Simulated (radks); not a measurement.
Results of a calculation; reference values are marked as such.
Excited configurations of the gadolinium ion Gd+: one electron is placed in a higher orbital outside [Xe] 4f7 5d1. The ground configuration is [Xe] 4f7 5d1 6s1. Code: a radial shooting solver on a logarithmic mesh with Libxc functionals. Model: scalar-relativistic Kohn-Sham, SCAN, spin-unpolarised, spherical densities, finite nucleus; meta-GGA in the generalised Kohn-Sham scheme; Fermi nuclear charge, rms radius 5.1569 fm. Excitation = E - E(ground); binding = E(ion) - E, where the ion is the core of charge +2; n* = 2/sqrt(2 binding) in atomic units, and the quantum defect is n - n*.

| outer orbital | excitation (eV) | binding (eV) | n* | quantum defect | <r> (bohr) |
|---|---|---|---|---|---|
| 5f | 8.451 | 3.406 | 3.997 | 1.003 | 8.738 |
| 6p | 3.586 | 8.271 | 2.565 | 3.435 | 4.681 |
| 6d | 7.157 | 4.701 | 3.403 | 2.597 | 7.391 |
| 6f | 9.580 | 2.277 | 4.889 | 1.111 | 15.14 |
| 7s | 6.384 | 5.474 | 3.153 | 3.847 | 7.689 |
| 7p | 7.598 | 4.260 | 3.574 | 3.426 | 9.360 |
| 7d | 9.029 | 2.828 | 4.387 | 2.613 | 13.28 |
| 7f | 10.252 | 1.606 | 5.822 | 1.178 | 23.01 |

The Delta-SCF ionisation energy is 11.857 eV (NIST Atomic Spectra Database: 12.08 eV, semi-empirical). Self-interaction in the functional shifts the binding energies and quantum defects, so they are the method's values and not measured ones. Spin polarisation and multiplet splitting are left out, so open shells lie too high by an amount that depends on their filling. Spin-orbit splitting is averaged out at the scalar-relativistic level.

Beside tabulated values, note that spin-unpolarised runs miss the spin-polarisation part of the exchange energy of open shells.
